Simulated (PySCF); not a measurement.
# `OC[C@H]1C[C@H](Cl)[C@@H]1Br`, C5H8BrClO

Geometry:
```
atom   x (Å)   y (Å)   z (Å)
  O1   1.789   0.651  -0.522
  C2   1.487  -0.682  -0.168
  C3   0.006  -0.786   0.180
  C4  -0.480   0.249   1.213
  C5  -1.093   1.062   0.069
 Cl6  -2.735   1.675   0.316
  C7  -0.905  -0.133  -0.874
 Br8  -2.508  -1.161  -1.232
  H9   2.732   0.723  -0.697
 H10   1.709  -1.362  -1.004
 H11   2.080  -0.996   0.702
 H12  -0.228  -1.824   0.416
 H13   0.294   0.757   1.781
 H14  -1.233  -0.154   1.886
 H15  -0.468   1.901  -0.238
 H16  -0.454   0.089  -1.839
```

The calculation used TDDFT B3LYP/def2-SVPD circular dichroism and optical rotation, one conformer, gas phase in PySCF 2.14.0. Geometry: GFN2-xTB.

The molecule is flexible and this is one conformer; a measurement averages over conformers. The calculation is non-relativistic, which matters for the atoms heavier than Zn.

Draw the ECD and absorption spectra from the lowest 8 states, each a Gaussian of half-width 0.2 eV at 1/e height.


| E (eV) | λ (nm) | Δε (L mol⁻¹ cm⁻¹) | ε (L mol⁻¹ cm⁻¹) |
| --- | --- | --- | --- |
| 5.11 | 243 | 0.00 | 0.142 |
| 5.21 | 238 | +0.02 | 1.49 |
| 5.31 | 234 | +0.11 | 9.7 |
| 5.41 | 229 | +0.35 | 39.6 |
| 5.51 | 225 | +0.58 | 101 |
| 5.61 | 221 | +0.46 | 163 |
| 5.71 | 217 | +0.03 | 164 |
| 5.81 | 214 | -0.21 | 103 |
| 5.91 | 210 | -0.19 | 43 |
| 6.01 | 206 | -0.28 | 32 |
| 6.11 | 203 | -0.89 | 92.1 |
| 6.21 | 200 | -2.01 | 223 |
| 6.31 | 197 | -2.76 | 339 |
| 6.41 | 194 | -2.22 | 359 |
| 6.51 | 191 | -0.89 | 396 |
| 6.61 | 188 | -0.17 | 615 |
| 6.71 | 185 | -0.68 | 873 |
| 6.81 | 182 | -0.46 | 871 |

Δε uses R in velocity form, ε uses f in length form. Only the states computed contribute, so the short-wavelength end is incomplete.
